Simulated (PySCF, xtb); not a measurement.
Si(H)(F)2(Et) (C2H6F2Si), SMILES CC[SiH](F)F.

GFN2-xTB in xtb at its own geometry gives an orbital gap of 6.57 eV and a dipole moment of 2.57 D.

The structure is a stationary point at PBE0-D3(BJ)/def2-SVP. One conformer was computed; it need not be the lowest.

### Question
What does PySCF with PBE/def2-TZVP give? (Estimate from the structure and the level; the computed values follow.)

### Answer
gap 7.44 eV (levels -7.49 and -0.05 eV), dipole 2.21 D.
